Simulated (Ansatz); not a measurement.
Program: Ansatz. Geometries: PBE0-D4/def2-TZVP. ΔE: electronic, gas phase. CBS: MP2 limit from def2 TZ/QZ plus the TZ coupled-cluster correction, frozen cores. This one scheme is used for every species. Functionals use def2-TZVPP. B3LYP here is the variant with VWN-RPA as its local correlation; programs differ in this. For Ge outer-core shells are correlated without core-valence functions, which leaves a few kJ/mol of doubt a bond. Scalar relativity is left out up to krypton. One conformer a species, not always the lowest.

`[NH2][GeH2][CH]=O` + `[NH2][GeH2][NH2]` → `[NH2][GeH2][NH][GeH2][NH2]` + `C=O`  (ligand exchange at a Ge–C bond)

| level | ΔE (kcal/mol) | difference from CCSD(T)/CBS |
| --- | --- | --- |
| PBE-D4 | -8.8 | 3.6 |
| r2SCAN-D4 | -10.1 | 2.3 |
| PBE0-D4 | -10.4 | 2.0 |
| B3LYP-D4 | -11.0 | 1.4 |
| ωB97X-V | -11.5 | 0.9 |
| ωB97M-V | -11.3 | 1.1 |
| B2PLYP | -10.9 | 1.5 |
| PBE | -7.2 | 5.2 |
| r2SCAN | -9.6 | 2.8 |
| PBE0 | -8.9 | 3.5 |
| B3LYP | -8.5 | 3.9 |
| HF/def2-TZVPP | -12.8 | -0.4 |
| MP2/def2-TZVPP | -14.2 | -1.8 |
| SCS-MP2/def2-TZVPP | -13.9 | -1.5 |
| CCSD/def2-TZVPP | -13.0 | -0.6 |
| CCSD(T)/def2-TZVPP | -13.1 | -0.7 |
| HF/def2-QZVPP | -12.7 | -0.3 |
| MP2/def2-QZVPP | -13.7 | -1.3 |
| SCS-MP2/def2-QZVPP | -13.4 | -1.0 |
| HF/CBS(def2) | -12.7 | -0.3 |
| MP2/CBS(def2) | -13.4 | -1.0 |
| CCSD/CBS(def2) | -12.2 | 0.2 |
| CCSD(T)/CBS | -12.4 | 0 |

Largest T1 diagnostic among the species: 0.015.

From PBE to PBE0 (25 % exact exchange), in def2-TZVPP and without D4, ΔE moves by −1.7 kcal/mol. The D4 term adds −2.5 kcal/mol with B3LYP and −1.5 kcal/mol with PBE0; it sums over pairs of atoms, weighted by their polarisabilities, and B3LYP, whose exchange is more repulsive, gets the larger term.
